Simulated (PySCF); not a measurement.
ClLi. Atoms are numbered in the order given.

```xyz
2

Li     0.0000     0.0000    -1.7170
Cl     0.0000     0.0000     0.3030
```

Geometry optimised at PBE0-D3(BJ)/def2-TZVPD.

Computed with TDDFT-ωB97X/def2-TZVPD (PySCF).

Vertical excitations; the highest root listed may be one member of a degenerate set. Gas-phase values at a fixed geometry. State labels are in the subgroup C2v.

| state | symmetry | energy (eV) | λ (nm) | f | main pairs |
|---|---|---|---|---|---|
| S1 | B1 | 5.51 | 225 | 0.044 | HOMO−1→LUMO, HOMO−1→LUMO+3 (degenerate set) |
| S2 | B2 | 5.51 | 225 | 0.044 | HOMO→LUMO, HOMO→LUMO+3 (degenerate set) |
| S3 | A1 | 6.15 | 201 | 0.042 | HOMO−2→LUMO 83 %, HOMO−2→LUMO+3 14 % |
| S4 | A2 | 6.93 | 179 | 0.000 | HOMO−1→LUMO+2, HOMO→LUMO+1, HOMO−1→LUMO+6, HOMO→LUMO+5 (degenerate set) |
| S5 | A1 | 6.93 | 179 | 0.000 | HOMO−1→LUMO+1, HOMO→LUMO+2, HOMO−1→LUMO+5, HOMO→LUMO+6 (degenerate set) |
| S6 | A2 | 6.99 | 177 | 0.000 | HOMO→LUMO+1 37 %, HOMO−1→LUMO+2 37 %, HOMO→LUMO+5 11 %, HOMO−1→LUMO+6 11 % |
| S7 | A1 | 7.31 | 170 | 0.108 | HOMO→LUMO+2 43 %, HOMO−1→LUMO+1 43 %, HOMO→LUMO+6 7 %, HOMO−1→LUMO+5 7 % |
| S8 | B1 | 7.51 | 165 | 0.065 | HOMO−1→LUMO+3, HOMO−1→LUMO+4, HOMO−1→LUMO (degenerate set) |
| S9 | B2 | 7.51 | 165 | 0.065 | HOMO→LUMO+3, HOMO→LUMO+4, HOMO→LUMO (degenerate set) |
| S10 | B1 | 7.62 | 163 | 0.056 | HOMO−2→LUMO+1 68 %, HOMO−2→LUMO+5 21 % |
| T1 | B1 | 5.46 | 227 | 0 | HOMO−1→LUMO, HOMO−1→LUMO+3 (degenerate set) |
| T2 | B2 | 5.46 | 227 | 0 | HOMO→LUMO, HOMO→LUMO+3 (degenerate set) |
| T3 | A1 | 6.09 | 204 | 0 | HOMO−2→LUMO 82 %, HOMO−2→LUMO+3 14 % |
| T4 | A1 | 6.74 | 184 | 0 | HOMO→LUMO+2 38 %, HOMO−1→LUMO+1 38 %, HOMO→LUMO+6 8 %, HOMO−1→LUMO+5 8 % |
Triplets are in the Tamm–Dancoff approximation, which puts them higher than full response would, so one can lie above its singlet here.
